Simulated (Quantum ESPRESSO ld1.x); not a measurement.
Results of a calculation; reference values are marked as such.
Species: Se I. Configuration: [Ar] 3d10 4s2 4p4 (the NIST ground configuration). Level of theory: Dirac Kohn-Sham, PBE, spin-unpolarised, spherical densities, point nucleus; open shells fill j = l - 1/2 first (ld1.x of Quantum ESPRESSO 7.5).

Spin-orbit splittings of the eigenvalues, e(l+1/2) - e(l-1/2), with zeta = 2 splitting/(2l+1) and mean radii in bohr:

shell  occ.  splitting (eV)  zeta (eV)  <r> j=l-1/2  <r> j=l+1/2
2p        6           41.76      27.84       0.1685       0.1723
3p        6           5.872      3.915       0.5824       0.5930
3d       10          0.8953     0.3581       0.6281       0.6325
4p        4          0.3755     0.2503        2.271        2.323
